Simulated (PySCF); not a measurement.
## Radial density of Pd (palladium, neutral)

UHF, [Kr] 4d10, closed-shell 1S. Calculation: PySCF 2.14, in aug-cc-pVDZ-PP with ECP28MDF (5s5p4d2f, 54 functions); a scalar-relativistic core potential. This is the valence pseudo-density: the core potential removes the inner electrons and smooths the orbitals near the nucleus.

```
r (bohr)  4πr²ρ (e/bohr)
  0.0187       1.434e-05
  0.0314       3.638e-05
  0.0528       8.701e-05
  0.0888       0.0003285
   0.149        0.003387
   0.251         0.05585
   0.423           1.310
   0.711           12.39
    1.20           13.88
    2.01           3.466
    3.38          0.4372
    5.69         0.01834
    9.57       7.471e-05
```

Energies and moments cover only the electrons outside the core potential.
